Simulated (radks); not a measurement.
Values are calculated unless marked as measured or tabulated.
Q: These are the eigenvalues of the occupied orbitals of an atom or ion with whole-number occupations (hartree). Code: a radial shooting solver on a logarithmic mesh with Libxc functionals. Model: scalar-relativistic Kohn-Sham, LDA (Slater exchange, Perdew-Wang correlation), spin-unpolarised, spherical densities, point nucleus.

orbital  eigenvalue
1s        -1654.090
2s        -269.9397
2p        -241.2882
3s        -59.81325
3p        -50.81718
3d        -38.45339
4s        -12.80045
4p         -9.83262
4d         -5.63560
5s         -2.39088
5p         -1.62248
4f         -1.12045
5d         -0.68745
6s         -0.60915

Which element is it, and in what charge state? The configuration may be excited.

A: Z = 61, promethium, charge +2: Pm2+ in [Xe] 4f3 5d1 6s1. The list shows which subshells hold electrons but not how many an open one holds; the 1s level, -1654.1 hartree, gives Z - s = 57.5 by -(Z - s)^2/2, which with screening and relativity narrows Z to a few neighbours, and the depths of the outer levels then fix element, charge and occupations together.
